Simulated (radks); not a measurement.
Neutral manganese inside a hard spherical wall (all orbitals vanish at R), configuration held at [Ar] 3d5 4s2 and not refilled when levels cross. Calculated with a radial shooting solver on a logarithmic mesh with Libxc functionals: scalar-relativistic Kohn-Sham, PBEsol, spin-unpolarised, spherical densities, finite nucleus; Fermi nuclear charge, rms radius 3.7057 fm. Eigenvalues in eV, with the zero of energy where the potential of the charges vanishes at infinity; a dash marks a level that is unbound or too diffuse for the functional's potential to be trusted. A positive occupied level is held by the wall or, in an anion where self-interaction has pushed it up, behind a barrier. The pressure on the wall is -dE/dV.

R (bohr) = free: E (hartree) -1157.16140; kinetic (hartree) 1169.784; e(3s) -85.644; e(3p) -54.483; e(3d) -6.794; e(4s) -5.125; e(4p, empty) -1.347; e(5s, empty) -; pressure (GPa) 0
R (bohr) = 15: E (hartree) -1157.16140; kinetic (hartree) 1169.784; e(3s) -85.644; e(3p) -54.482; e(3d) -6.794; e(4s) -5.125; e(4p, empty) -1.343; e(5s, empty) 0.327; pressure (GPa) < 0.0001
R (bohr) = 12: E (hartree) -1157.16137; kinetic (hartree) 1169.784; e(3s) -85.640; e(3p) -54.479; e(3d) -6.791; e(4s) -5.122; e(4p, empty) -1.318; e(5s, empty) 0.853; pressure (GPa) 0.000611
R (bohr) = 10: E (hartree) -1157.16106; kinetic (hartree) 1169.787; e(3s) -85.614; e(3p) -54.453; e(3d) -6.765; e(4s) -5.100; e(4p, empty) -1.231; e(5s, empty) 1.789; pressure (GPa) 0.00945
R (bohr) = 6: E (hartree) -1157.12626; kinetic (hartree) 1169.989; e(3s) -84.521; e(3p) -53.362; e(3d) -5.724; e(4s) -4.023; e(4p, empty) 0.736; e(5s, empty) 11.538; pressure (GPa) 2.63
R (bohr) = 5: E (hartree) -1157.04855; kinetic (hartree) 1170.335; e(3s) -83.089; e(3p) -51.942; e(3d) -4.380; e(4s) -2.343; e(4p, empty) 3.241; e(5s, empty) 21.028; pressure (GPa) 12.6
R (bohr) = 3: E (hartree) -1155.63016; kinetic (hartree) 1175.169; e(3s) -71.461; e(3p) -40.578; e(3d) 7.047; e(4s) 18.289; e(4p, empty) 29.146; e(5s, empty) 99.627; pressure (GPa) 601
R (bohr) = 2: E (hartree) -1148.27511; kinetic (hartree) 1198.142; e(3s) -44.077; e(3p) -12.735; e(3d) 38.566; e(4s) 97.907; e(4p, empty) 115.84; e(5s, empty) 313.63; pressure (GPa) 10900
